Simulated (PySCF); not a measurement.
## Computed properties of C2H6ClGa, SMILES [CH2]([GaH][Cl])C

Ga(H)(Cl)(Et) (C₂H₆ClGa), SMILES [CH2]([GaH][Cl])C. Geometry: ωB97X-D3(BJ)/def2-SVP. The structure was generated by enumeration; whether it is a known compound was not checked. The values are those of a single conformer. All values are computed for the isolated molecule unless a solvent is named; none is compared with measurement here.

**Structure.** All 24 harmonic modes at ωB97X-D3(BJ)/def2-SVP (PySCF) are real, so it is a minimum. With heavy atoms numbered as in [GaH:1]([Cl:3])[CH2:4][CH3:5], the shortest bond between them is C4–C5 at 1.533 Å and the longest Ga1–Cl3 at 2.162 Å.

**Vibrations.** The strongest infrared lines (harmonic, unscaled, degenerate partners summed) lie at 2029 cm⁻¹ (179 km/mol, H 99 %), 654 cm⁻¹ (92 km/mol, H 89 %, C 9 %), 423 cm⁻¹ (70 km/mol, Cl 63 %, Ga 34 %). The softest mode is at 25 cm⁻¹ and the zero-point energy is 46.0 kcal/mol.

**Electronic structure.** HF/def2-TZVP (PySCF) places the frontier levels at -10.75 and 1.45 eV, a gap of 12.20 eV, and gives a dipole moment of 2.73 D and a mean polarisability of 59.5 bohr³. PBE/def2-TZVP (PySCF) at the same geometry gives -6.59 and -2.14 eV, so its gap is 7.75 eV narrower. An orbital gap is neither the optical nor the fundamental gap.

**Excitations.** TDA-B3LYP/def2-SVPD (PySCF) has S1 at 4.88 eV (254 nm, f = 0.000, dark); the most intense of the 10 singlets computed lies at 6.62 eV (f = 0.13). T1 (TDA) is at 4.61 eV, 0.27 eV under S1. TDA-PBE/def2-SVPD (PySCF) puts S1 at 4.55 eV. No vertical singlet excitation falls in the visible range (under 3.1 eV).

**NMR.** GIAO shifts at KT2/pcSseg-1 (PySCF) (non-relativistic, atoms alike by connectivity averaged): ¹³C from 13.7 to 22.0 ppm against TMS; ¹H from 1.5 to 6.7 ppm against TMS. Without spin–orbit terms, shifts of atoms bonded to Cl or Br come out too high.
